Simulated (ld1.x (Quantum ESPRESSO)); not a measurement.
barium (Ba): excitation energies, all-electron against ultrasoft

Ba (Z = 56), ultrasoft, made with ld1.x (Quantum ESPRESSO) 7.5 (PBE, scalar-relativistic). Core [Kr] 4d10, reference 5s2 5p6 5d0 6s2 6p0. Waves: 5s (bound): rcut 2.40, rcutus 2.65 bohr; 6s (bound): rcut 2.40, rcutus 2.65 bohr; 5p (bound): rcut 2.50, rcutus 2.90 bohr; 6p (bound, empty): rcut 2.50, rcutus 2.90 bohr; 5d (bound, empty): rcut 3.90, rcutus 4.45 bohr; 5d channel at 1.85 Ry: rcut 3.90, rcutus 4.45 bohr. Local part: all-electron potential smoothed inside 2.40 bohr (lloc = -1). Core correction: Bessel-smoothed model core, default radius (core density twice the valence density). Augmentation charge: built from norm-conserving waves at rcut, not smoothed further.

Energies are relative to the spin-unpolarised reference configuration 5s2 5p6 5d0 6s2 6p0; without spin polarisation the order of configurations can differ from experiment.

| valence configuration | charge | ΔE all-electron (eV) | error AE − PS (meV) |
| --- | --- | --- | --- |
| 5s2 5p6 5d0 6s1 6p0 | +1 | 5.362 | +739 |
| 5s2 5p6 5d0 6s0 6p0 | +2 | 15.344 | +2327 |
| 5s2 5p6 5d0 6s1.5 6p0 | +0.5 | 2.136 | +285 |
| 5s2 5p6 5d0 6s0 6p1 | +1 | 7.961 | +1819 |
| 5s2 5p6 5d0 6s1 6p1 | 0 | 2.029 | +788 |

Q: What are ΔE and the potential's error for 5s2 5p6 5d1 6s0 6p0?

A: ΔE = 6.044 eV all-electron; the error (AE − PS) is +2296 meV.

Q: What are ΔE and the potential's error for 5s2 5p6 5d0.5 6s1.5 6p0?

A: ΔE = 0.638 eV all-electron; the error (AE − PS) is +713 meV.

Levels in the configuration 5s2 5p6 5d0 6s1.5 6p0:

```json
{"level": "5s", "all-electron (eV)": "-36.372", "pseudo (eV)": "-37.722"}
{"level": "5p", "all-electron (eV)": "-21.418", "pseudo (eV)": "-22.675"}
{"level": "6s", "all-electron (eV)": "-5.341", "pseudo (eV)": "-4.610"}
```

These tests converged, but a pseudo level misses the all-electron one widely, so the file describes the atom poorly there or has found another state: 5s2 5p6 5d0 6s0 6p0: empty 6s by 2.3 eV.

A Bessel basis up to 400 Ry misses an occupied level by 1.24 Ry, so cutoffs and ghosts were not judged. The potential misses its own reference levels by up to 1.7 eV, so it is not fit for use.
